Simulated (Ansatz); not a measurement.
`O[SiH2][SiH2]Br` + `[NH2][ZnH]` → `O[SiH2][NH][ZnH]` + `[SiH3]Br`  (cleavage of the Si–Si bond)

Gas-phase electronic energies from Ansatz, PBE0-D4/def2-TZVP geometries. CCSD(T)/CBS is the MP2 limit (def2-TZVPP, def2-QZVPP) plus CCSD(T) − MP2 in def2-TZVPP, frozen cores. For Br, Zn outer-core shells are correlated without core-valence functions, which leaves a few kJ/mol of doubt a bond. Scalar relativity is left out up to krypton. Each species was taken in one conformer, which may not be the lowest.

```
           species  CCSD(T)/CBS(def2) energy (Eh)
 `O[SiH2][SiH2]Br`                    -3229.74135
      `[NH2][ZnH]`                    -1834.88092
`O[SiH2][NH][ZnH]`                    -2200.42431
        `[SiH3]Br`                    -2864.23411
```

Q: Work out ΔE.

A: ΔE = (-2200.42431) + (-2864.23411) − (-3229.74135) − (-1834.88092) = -0.03615 Eh = -94.9 kJ/mol.

Largest T1 diagnostic among the species: 0.016.

From PBE to PBE0 (25 % exact exchange), in def2-TZVPP and without D4, ΔE moves by −11.4 kJ/mol. In def2-TZVPP, CCSD(T) changes the Hartree–Fock value by +17.3 kJ/mol (the triples alone add +2.2 kJ/mol) and MP2 by +12.8 kJ/mol.
